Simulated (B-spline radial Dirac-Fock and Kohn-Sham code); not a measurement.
# What relativity does to the binding energies of N⁺

System: N⁺, configuration 1s2 2s2 2p2.

Both columns are ΔSCF binding energies of the configuration average from a B-spline atomic structure program: non-relativistic Hartree-Fock with a point nucleus, and Dirac-Fock with a finite nucleus and the Coulomb interaction alone, averaged over the two j levels with weights 2j+1.

```csv
shell,Hartree-Fock (eV),Dirac-Fock (eV),shift (eV),shift (%)
1s,432.4,432.7,+0.26,+0.06
2s,38.78,38.81,+0.03,+0.08
2p,28.07,28.07,-0.01,-0.02
```

Relativity binds 1s, 2s more strongly, among those listed most of all 2s in relative terms, and 2p more weakly.

Values without a named source are computed, but for edge energies of neutral atoms, which are taken from tables.
